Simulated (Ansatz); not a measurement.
A made-up structure of H2TeS, closed shell:

```
atom    x (Å)    y (Å)   z (Å)
  S1  -0.3947  -0.8998  0.8560
 Te2   0.2912   1.2609  0.1379
  H3   0.6272  -1.5886  0.3193
  H4  -1.2579  -1.3214  1.8187
```

It is relaxed with PBE-D4/def2-SVP and then PBE0-D4/def2-TZVP (Ansatz 0.2.0). Atoms count as bonded within 1.22 times the sum of their covalent radii (H–H: 0.88 Å). The end point is not checked to be a true minimum.

Q: Does its bonding change? (Judge from chemistry; the calculation decides.)

A: Computed: No: no bond forms or breaks.

Where it ends: The first stage lowers the energy by 1.32 eV in 7 steps. It ends as H₂TeS ([SH2][Te]):
S1  (-0.573, -0.952, 0.464)
Te2  (0.220, 1.305, 0.313)
H3  (0.522, -1.740, 0.593)
H4  (-0.903, -1.161, 1.762)
(Å)

Labels in which every atom is bracketed show which atoms are joined, not bond orders.

For scale, one of the runs: PBE0-D4/def2-TZVP relaxation, 99 basis functions, launched by `ansatz run in.yaml --threads 2 --pin off --events-out ev --progress --plain --max-ram 4352MiB`. The run took about 7.5 s on 2 CPU threads of an Arm Neoverse V2 (shared host).
